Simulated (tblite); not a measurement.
C6H7FO2.
Atom-mapped SMILES: `[O:1]=[C:2]1[CH2:3][C:4](=[O:5])[C@H:6]([CH2:7][F:8])[CH2:9]1` (hydrogens: H10, H11 on C3; H12 on C6; H13, H14 on C7; H15, H16 on C9)

Computed with GFN2-xTB (tblite), gas phase: nudged elastic band of 9 images (0 to 8), spring 0.2 eV/Å², climbing image at the end, force threshold 0.05 eV/Å. No saddle search or frequency run followed, so the top image need not be a first-order saddle, and its height can exceed the method's true barrier by a kcal/mol or more.

The band describes a rotation about C6–C7 (sp3 carbon next to a carbonyl, sp3 C–F carbon), followed by the dihedral C4–C6–C7–F8, from the optimised start (-62°) to a second optimised geometry at 64°.

Task: How does the energy change from image to image?

Result: 
```
image  dihedral (°)  E (kcal/mol)  C6–C7 (Å)  C4···F8 (Å)  largest true force (eV/Å)
    0           -62          0.00      1.533         2.86                       0.01
    1           -46          0.67      1.533         2.72                       0.06
    2           -30          2.12      1.537         2.62                       0.08
    3           -14          3.59      1.541         2.56                       0.07
    4             2          4.51      1.543         2.56                       0.03
    5            17          4.55      1.543         2.60                       0.04
    6            34          3.81      1.539         2.68                       0.06
    7            52          2.91      1.535         2.80                       0.04
    8            64          2.34      1.534         2.92                       0.01
```

Barriers of this band. The top is image 5 at 17°: 4.55 kcal/mol forward and 2.21 kcal/mol back; the end lies 2.34 kcal/mol above the start. The central bond is 0.010 Å longer at the top than at the start.

Task: What rate follows at 350 K for crossing this barrier forward?

Result: Taking the electronic barrier for the free energy of activation (no zero-point or entropy terms, transmission 1), rate = (kT/h)·exp(−ΔE/kT) ≈ 1 × 10^10 s⁻¹, whose inverse is 1 × 10^-10 s. An error of 1 kcal/mol in the barrier changes this by a factor of 4, and the method and the loose band can each miss by that much or more.

Task: How would the two end points share their population at 350 K, from these energies alone?

Result: exp(−ΔE/kT) with ΔE = 0.101 eV gives 0.035 for the higher one (end) against 1 for the lower, without vibrational, rotational or degeneracy terms.

The cost below is that of the whole band run. Rough CPU time on one thread of a shared machine: about 12 s.
